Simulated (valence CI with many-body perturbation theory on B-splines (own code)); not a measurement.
**E1 transitions of Co¹³⁺**

Computed by relativistic CI+MBPT: four valence electrons over a frozen Dirac-Fock core [Ne], a basis of 11 s, 11 p, 9 d, 7 f, 5 g, 2 h, 1 i functions for each j, with the one-electron correlation potential Σ1, the two-electron term Σ2, the three-electron term Σ3, Breit, model QED; selected CI, second order for the rest (own B-spline code, finite nucleus).

No measured levels were compared; by estimate levels of excited configurations hold to 0.05 to 0.15 % of their energy, terms of the ground configuration to about 0.5 %.

Lines 201 to 226 of 226 in falling wavelength, among levels below 109.21 eV, chosen from the strongest by gf and those to the six lowest levels. Wavelengths and rates use the calculated energies, so an error of 200 cm⁻¹ moves a line at 184.2 Å by 0.037 % and its rate by three times that or more. Electric multipoles are in the length gauge, E1 and E2 with the static RPA response of the core. Weak lines are less certain than strong ones. Lines between different terms over intervals too small for the method are left out, as are lines whose strength nearly cancels. Where a level lies close to another of its J and parity, the split of strength between their lines is uncertain. The highest levels of a list are the least certain.

Names give the largest LS component (configuration and term), which can be under half, so a name can repeat, a term be missing and a line seem to break the LS rules; names also repeat where a configuration has a term twice. Letters in brackets count levels of one name in rising energy.

```
λ vac (Å)               Upper         Lower   A (s⁻¹)  S (a.u.)
    184.2  3s 3p2 3d 3D_2 [b]  3s 3p3 3D°_1  4.93e+09  7.60e-02
    183.8     3s2 3p 3d 3D°_1  3s2 3p2 3P_0  5.36e+09  4.93e-02
    183.7      3s 3p2 3d 1P_1  3s 3p3 3D°_1  3.26e+09  2.99e-02
    181.7  3s 3p2 3d 3D_3 [b]  3s 3p3 3D°_2  4.06e+09  8.41e-02
    181.4  3s 3p2 3d 3P_1 [a]  3s 3p3 5S°_2  4.81e+08  4.25e-03
    179.4     3s2 3p 3d 1P°_1  3s2 3p2 1D_2  1.34e+08  1.14e-03
    176.4      3s 3p2 3d 3S_1  3s 3p3 3D°_2  2.25e+09  1.83e-02
    174.7      3s 3p2 3d 3G_3  3s 3p3 5S°_2  1.51e+06  2.78e-05
    174.0     3s2 3p 3d 1F°_3  3s2 3p2 3P_2  4.95e+09  9.01e-02
    171.6  3s 3p2 3d 3D_1 [a]  3s 3p3 5S°_2  3.39e+07  2.54e-04
    171.5  3s 3p2 3d 3D_2 [a]  3s 3p3 5S°_2  2.15e+08  2.68e-03
    171.2  3s 3p2 3d 3D_3 [a]  3s 3p3 5S°_2  6.67e+08  1.15e-02
    169.5     3s2 3p 3d 1P°_1  3s2 3p2 3P_2  4.11e+04  2.96e-07
    168.0      3s 3p2 3d 1F_3  3s 3p3 5S°_2  2.49e+07  4.07e-04
    166.5     3s2 3p 3d 1P°_1  3s2 3p2 3P_1  1.94e+08  1.33e-03
    165.0  3s 3p2 3d 3F_2 [b]  3s 3p3 5S°_2  2.19e+06  2.43e-05
    163.3     3s2 3p 3d 1P°_1  3s2 3p2 3P_0  4.97e+08  3.20e-03
    163.1  3s 3p2 3d 3F_3 [b]  3s 3p3 5S°_2  3.82e+07  5.73e-04
    162.2  3s 3p2 3d 3D_1 [b]  3s 3p3 5S°_2  4.31e+06  2.72e-05
    161.4  3s 3p2 3d 3D_2 [b]  3s 3p3 5S°_2  2.42e+07  2.51e-04
    161.0      3s 3p2 3d 1P_1  3s 3p3 5S°_2  2.62e+05  1.62e-06
    159.4  3s 3p2 3d 3P_1 [b]  3s 3p3 5S°_2  3.14e+07  1.89e-04
    159.4  3s 3p2 3d 3D_3 [b]  3s 3p3 5S°_2  1.18e+08  1.65e-03
    158.2  3s 3p2 3d 3P_2 [b]  3s 3p3 5S°_2  9.35e+07  9.14e-04
    155.3      3s 3p2 3d 3S_1  3s 3p3 5S°_2  8.63e+06  4.78e-05
    154.7  3s 3p2 3d 3D_1 [c]  3s 3p3 5S°_2  4.62e+06  2.53e-05
```
